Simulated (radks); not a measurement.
Problem. Calculated with a radial shooting solver on a logarithmic mesh with Libxc functionals: Dirac Kohn-Sham, PBE, spin-unpolarised, spherical densities, finite nucleus; open shells fill j = l - 1/2 first; Fermi nuclear charge, rms radius of each element as measured or else 0.836 A^(1/3) + 0.57 fm. Each species is in its NIST ground configuration. Rank Al+, Ar+, Si+, Cl+, S+, Mg+, P+ by Delta-SCF ionisation energy (eV), largest first.

Solution. Ar+ 28.577, Cl+ 25.380, S+ 22.229, Al+ 19.225, P+ 19.182, Si+ 16.020, Mg+ 15.025.
